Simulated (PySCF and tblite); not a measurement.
Results of a calculation; reference values are marked as such.
C₅H₄OS, numbered as in [O:1]=[CH:2][c:3]1[cH:4][cH:5][cH:6][s:7]1.

Conformers came from 90 starts (ETKDG and KDG, MMFF94s, GFN2-xTB); geometries are PBE0-D3(BJ)/def2-SVP. Free energies are PBE0-D3(BJ)/def2-TZVP single points with GFN2-xTB rigid-rotor and vibrational terms (modes under about 100 cm⁻¹ blended into free rotors). Symmetry numbers and mirror images are counted. Conformers within 4 kcal/mol (GFN2-xTB free energy) were kept, 5 at most. Run with PySCF (density fitting) and tblite.

Rotational constants are equilibrium values for the commonest isotopes; dipoles come from the energy level named.

Torsions listed: O1–C2–C3–S7.

| conformer | shape | symmetry | weight % |
| --- | --- | --- | --- |
| 1 | 0° | Cs | 86.5 |
| 2 | 179° | Cs | 13.5 |

Sets of constants, in random order:

| set | A (MHz) | B (MHz) | C (MHz) | abs μa (D) | abs μb (D) | abs μc (D) |
| --- | --- | --- | --- | --- | --- | --- |
| P | 5107 | 1890 | 1380 | 3.47 | 1.75 | 0.01 |
| Q | 5036 | 1793 | 1322 | 3.45 | 0.30 | 0.02 |

(1) Match each set to its conformer.

## Answers

(1) P is conformer 1, Q is conformer 2.
